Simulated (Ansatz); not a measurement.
`[CH3][Ag-][P+](F)(F)F`, charge 0, multiplicity 1.

Give a relaxed structure at PBE0-D4/def2-TZVP (the Gaussian-basis code of Ansatz). (An estimate is asked.)

Computed: 
Cartesian coordinates in Å:
```
C 1.978 -1.196 -0.016
Ag 0.194 -0.117 -0.002
P -1.798 1.087 0.015
F -2.309 1.651 1.367
F -3.093 0.378 -0.465
F -1.888 2.378 -0.843
H 1.953 -1.964 -0.792
H 2.138 -1.683 0.948
H 2.824 -0.533 -0.213
```
Point group C3.
This is one stationary point; other conformers may exist.
